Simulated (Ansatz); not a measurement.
Total energies of AuCl, SMILES `[Cl][Au]`.

Z-matrix (Å, degrees):
```
Cl
Au 1 2.225
```

The species carries charge 0 and has multiplicity 1. Correlated methods include outer-core shells of Au, which these sets cover unevenly. Au takes the def2 core potential. Geometry: relaxed with PBE0-D4/def2-TZVP. Basis def2-TZVPP, Ansatz.

RPA on PBE orbitals: Hartree–Fock energy of these orbitals -594.28818 Eh, correlation -1.09350 Eh (frozen core).

| functional | energy without D4 (Eh) | D4 term (kJ/mol) |
| --- | --- | --- |
| r2SCANh | -595.96037 | -0.8 |
| HSE06 (plane-wave form) | -595.79650 | -3.0 |

Give the same for LDA (SPW92), PBE, revPBE, BLYP, r2SCAN, B97M-V, PBE0, B3LYP, r2SCAN0, BHLYP, CAM-B3LYP, LC-ωPBE, ωB97X-V, ωB97M-V, B2PLYP, PBE-QIDH. (Estimate.)

Ansatz gave: 
| functional | energy without D4 (Eh) | D4 term (kJ/mol) |
| --- | --- | --- |
| LDA (SPW92) | -594.27653 | – |
| PBE | -595.81566 | -3.7 |
| revPBE | -595.96527 | -8.6 |
| BLYP | -595.94662 | -8.0 |
| r2SCAN | -595.98647 | -0.7 |
| B97M-V | -595.82733 | – |
| PBE0 | -595.80449 | -3.1 |
| B3LYP | -596.02604 | -6.3 |
| r2SCAN0 | -595.92220 | -0.9 |
| BHLYP | -595.82416 | -6.2 |
| CAM-B3LYP | -595.92698 | -3.3 |
| LC-ωPBE | -595.84961 | – |
| ωB97X-V | -595.85452 | – |
| ωB97M-V | -595.85149 | – |
| B2PLYP | -595.69074 | – |
| PBE-QIDH | -595.59672 | – |

B3LYP takes the VWN-RPA correlation (the form of Gaussian; ORCA's B3LYP/G). HSE06 is the plane-wave form, built on full-range PBE exchange. The double hybrids freeze the cores in their second-order part.

LC-ωPBE has ω = 0.4 bohr⁻¹.
